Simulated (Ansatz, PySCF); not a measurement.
Molecule: RbI (charge -1, doublet). 
Structure (B3LYP-D3(BJ)/def2-TZVP (Ansatz, a quantum-chemistry and plane-wave program) minimum search):
```xyz
2

Rb     0.0000     0.0000    -2.0569
I      0.0000     0.0000     1.4359
```
Charge -1, spin multiplicity 2.

Total electronic energies in hartree. Valence correlation only, unless marked. UHF or UKS for open shells. Spin-orbit coupling is left out. Frozen are the shells of the preceding noble gas and the d and f shells that filled before the atom's block. The outer core of K, Ca and their heavier congeners is not correlated, a term that matters for these elements. In def2 rows, elements after Kr have scalar-relativistic effective core potentials. STO-3G rows are all-electron and non-relativistic. CBS marks a two-point X^-3 extrapolation of the correlation energy; Hartree-Fock from the larger set.

```csv
level,program,energy (Eh)
PBE-D3(BJ)/def2-TZVPD,Ansatz + dftd3,-321.90019
PBE-D4/def2-TZVPD,Ansatz + dftd4,-321.90030
BLYP-D3(BJ)/def2-TZVPD,Ansatz + dftd3,-321.82670
BLYP-D4/def2-TZVPD,Ansatz + dftd4,-321.82604
BLYP/def2-TZVPD,PySCF,-321.82407
r2SCAN-D3(BJ)/def2-TZVPD,Ansatz + dftd3,-322.04521
B3LYP-D4/def2-TZVPD,Ansatz + dftd4,-322.02895
PBE0/def2-TZVP,Ansatz,-321.92709
TPSSh-D4/def2-TZVPD,PySCF + dftd4,-321.82494
r2SCAN0/def2-TZVPD,Ansatz,-322.00774
PW6B95-D3(BJ)/def2-TZVPD,PySCF + dftd3,-322.09850
MN15-D3(BJ)/def2-TZVPD,PySCF + dftd3,___
HSE06-D3(BJ)/def2-TZVPD,Ansatz + dftd3,-321.92553
B2GP-PLYP-D4/def2-TZVPD,Ansatz + dftd4,-321.43559
MP2/STO-3G,Ansatz,-9758.22231
MP2/def2-SVP,Ansatz,-320.66944
MP2/def2-SVPD,Ansatz,-320.68341
MP2/def2-TZVPP,Ansatz,-320.72336
MP2/def2-TZVPPD,Ansatz,-320.72453
RI-MP2/def2-QZVPP,Ansatz,-320.74705
CCSD/STO-3G,Ansatz,-9758.22244
CCSD(T)/def2-TZVPP,Ansatz,-320.74404
"CCSD(T)/CBS(def2-TZVPPD,def2-QZVPPD)",Ansatz,-320.7874
```

Complete the blanks.


- MN15-D3(BJ)/def2-TZVPD, energy (Eh): -321.15527
